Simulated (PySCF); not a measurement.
Harmonic spectrum computed at PBE in the def2-TZVP basis family (core potentials from Rb on, PySCF, no spin–orbit coupling):

```csv
symmetry,ω (cm⁻¹),"IR (km/mol, summed over degenerate members)"
e,238,7.9
a1,304,18.3
e,656,245
a1,692,65.1
```

Problem. Which molecule gave it? In each, all ligands are bound to the one heavy central atom.
A. SbF₃ (singlet)
B. BrF₃ (singlet)
C. AsF₃ (singlet)
D. LaF₃ (singlet)

Solution. C. It has C3v symmetry with As–F 1.746 Å (×3).
